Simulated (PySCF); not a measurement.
Simulation results for Al$_{2}$H$_{4}$, Al$_{2}$H$_{4}$NSi, Al$_{2}$BH$_{5}$N

All values are calculated (PySCF 2.14.0). Calculation on a computer-drawn molecule: the log of a Hartree-Fock and frozen-core CCSD(T) single point meant for a local Hartree-Fock minimum, with one planted fault or none, to be diagnosed. Offsets are logged minus clean, where the clean run is the same molecule without the fault. The reference is restricted for singlets and unrestricted otherwise, and also for a bond in bohr or an excited solution. Adding or removing an electron swaps singlet and doublet. The excited solution moves the top pair (singlet) or top alpha electron (doublet) to the lowest empty orbital. Highest occupied and lowest empty are orbital energies over both spins, largest force is the largest gradient component, triples share is (T) over the correlation energy, the T1 limit is 0.02 restricted and 0.045 unrestricted, electrons count all cores, a negative frequency is imaginary (commonest isotopes), and the dipole is about the centre of nuclear charge.

Common to all runs: meant basis cc-pV(D+d)Z; logged SCF converged yes; logged CC converged yes; logged SCF stable within its kind yes; possible faults no fault, one electron removed, one electron added, multiplicity raised by two, geometry at a saddle point, SCF held on an excited solution, minimal basis STO-3G, one bond length entered in bohr, all coordinates scaled.

```json
{"entry": 1, "formula": "Al2H4", "logged_structure": {"atoms_angstrom": [["Al", 0.0337, -0.9673, -0.7349], ["Al", 1.8453, 0.8036, -0.0473], ["H", -1.1233, -0.6287, -1.7708], ["H", 0.0292, -2.4411, -0.1396], ["H", 1.6383, 1.783, 1.1873], ["H", 3.2136, 0.9595, -0.841]]}, "given": {"meant_charge": 0, "meant_multiplicity": 1, "logged_electrons": 30, "logged_basis_functions": 66, "logged_spin_squared": 2.0097, "logged_highest_occupied [eV]": -6.1042, "logged_lowest_empty [eV]": -1.4613, "logged_largest_force [hartree/bohr]": 0.025816, "logged_T1_diagnostic": 0.023708, "logged_D1_diagnostic": 0.084673, "logged_triples_share": 0.021534, "logged_dipole_magnitude [debye]": 3.175, "logged_energy_HF [hartree]": -486.02645, "logged_energy_CCSD(T) [hartree]": -486.19409, "drawn_bonds_atom": [1, 1, 1, 2, 2], "drawn_bonds_other_atom": [2, 3, 4, 5, 6], "drawn_bonds_order": [1, 1, 1, 1, 1]}, "results": {"planted_fault": "multiplicity raised by two", "HF_energy_offset_from_clean_run [kcal/mol]": 63.85, "CCSD(T)_energy_offset_from_clean_run [kcal/mol]": 69.84}}
{"entry": 2, "formula": "Al2H4NSi", "logged_structure": {"atoms_angstrom": [["Al", -3.1711, 0.3524, 0.024], ["Al", -0.8976, -0.4753, 0.9853], ["N", 0.7201, 0.197, 1.0098], ["Si", 2.1954, 0.7165, 1.0842], ["H", -4.2407, 1.0313, 0.9855], ["H", -3.6977, -0.2107, -1.3669], ["H", 3.2304, 0.4416, 0.0713], ["H", 2.7359, 1.5445, 2.1774]]}, "given": {"meant_charge": 0, "meant_multiplicity": 2, "logged_electrons": 51, "logged_basis_functions": 103, "logged_spin_squared": 0.823, "logged_highest_occupied [eV]": -6.3876, "logged_lowest_empty [eV]": 0.92921, "logged_largest_force [hartree/bohr]": 1.4011e-05, "logged_lowest_frequency [cm^-1]": 57.551, "logged_T1_diagnostic": 0.026624, "logged_D1_diagnostic": 0.084595, "logged_triples_share": 0.035178, "logged_dipole_magnitude [debye]": 4.1996, "logged_energy_HF [hartree]": -829.52037, "logged_energy_CCSD(T) [hartree]": -829.94908, "drawn_bonds_atom": [1, 2, 3, 1, 1, 4, 4], "drawn_bonds_other_atom": [2, 3, 4, 5, 6, 7, 8], "drawn_bonds_order": [1, 1, 2, 1, 1, 1, 1]}, "results": {"planted_fault": "no fault", "HF_energy_offset_from_clean_run [kcal/mol]": 0.0, "CCSD(T)_energy_offset_from_clean_run [kcal/mol]": 0.0}}
{"entry": 3, "formula": "Al2BH5N", "logged_structure": {"atoms_angstrom": [["Al", -2.0157, 0.6175, -1.4589], ["B", -0.1115, -0.5081, -1.5488], ["N", 1.0109, -1.1956, -1.5761], ["Al", 1.5005, -2.6619, -0.4511], ["H", -2.0938, 1.7504, -2.5238], ["H", -2.9737, 0.0991, -0.3463], ["H", 1.6976, -0.9209, -2.2714], ["H", 2.9102, -3.22, -0.7839], ["H", 0.37, -2.986, 0.5678]]}, "given": {"meant_charge": 1, "meant_multiplicity": 1, "logged_electrons": 42, "logged_basis_functions": 99, "logged_spin_squared": 0.0, "logged_highest_occupied [eV]": -16.375, "logged_lowest_empty [eV]": -3.9731, "logged_largest_force [hartree/bohr]": 3.8335e-05, "logged_lowest_frequency [cm^-1]": 75.593, "logged_T1_diagnostic": 0.014497, "logged_D1_diagnostic": 0.038472, "logged_triples_share": 0.027338, "logged_dipole_magnitude [debye]": 1.4216, "logged_energy_HF [hartree]": -565.6887, "logged_energy_CCSD(T) [hartree]": -566.09766, "drawn_bonds_atom": [1, 2, 3, 1, 1, 3, 4, 4], "drawn_bonds_other_atom": [2, 3, 4, 5, 6, 7, 8, 9], "drawn_bonds_order": [1, 1, 1, 1, 1, 1, 1, 1]}, "results": {"planted_fault": null}}
```

Q: Which fault was planted in the run of Al$_{2}$BH$_{5}$N (entry 3)?
A: no fault

Further results for Al$_{2}$BH$_{5}$N (entry 3):

```
HF energy offset from clean run      : 0 kcal/mol
CCSD(T) energy offset from clean run : 0 kcal/mol
```
